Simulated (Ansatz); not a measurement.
Basis sets compared for Zn₂Br₄. Charge 0, multiplicity 1. Geometry r2SCAN-D4/def2-SVP. Ansatz on 4 threads of Arm Neoverse V1 on a shared host; times are rough, and most runs start from earlier orbitals.

```xyz
6

Zn   -1.334    0.852    0.298
Zn    1.337   -0.838   -0.320
Br   -3.205    1.986    0.785
Br    0.651    0.423    1.643
Br   -0.623   -0.362   -1.687
Br    3.173   -2.061   -0.719
```

The structure comes from a short search, and lower isomers may exist.

Binding counts from free atoms (Zn singlet, Br doublet) in the same basis, without a counterpoise term.

| level | functions | energy (Eh) | HOMO (eV) | LUMO (eV) | binding per atom (eV) | wall time |
| --- | --- | --- | --- | --- | --- | --- |
| PBE-D4/def2-SVP | 190 | -13851.8337 | -6.74 | -2.49 | 2.25 | 3.2 s |
| PBE-D4/def2-TZVP | 288 | -13853.6108 | -7.05 | -2.69 | 2.12 | 6 s |
| BLYP-D4/def2-TZVP | 288 | -13855.9638 | -6.86 | -2.64 | 1.91 | 6.5 s |
| PBE0-D4/def2-SVP | 190 | -13852.2563 | -8.09 | -1.73 | 2.26 | 7.5 s |
| PBE0-D4/def2-TZVP (with forces) | 288 | -13854.0135 | -8.31 | -1.84 | 2.17 | 21 s |

Problem. Estimate the rows for PBE-D4/def2-TZVPD, BLYP-D4/def2-TZVPD, PBE0-D4/def2-TZVPD.

Solution. 
| level | functions | energy (Eh) | HOMO (eV) | LUMO (eV) | binding per atom (eV) | wall time |
| --- | --- | --- | --- | --- | --- | --- |
| PBE-D4/def2-TZVPD | 330 | -13853.6133 | -7.08 | -2.74 | 2.13 | 10 s |
| BLYP-D4/def2-TZVPD | 330 | -13855.9665 | -6.90 | -2.70 | 1.92 | 13 s |
| PBE0-D4/def2-TZVPD | 330 | -13854.0154 | -8.33 | -1.89 | 2.17 | 30 s |
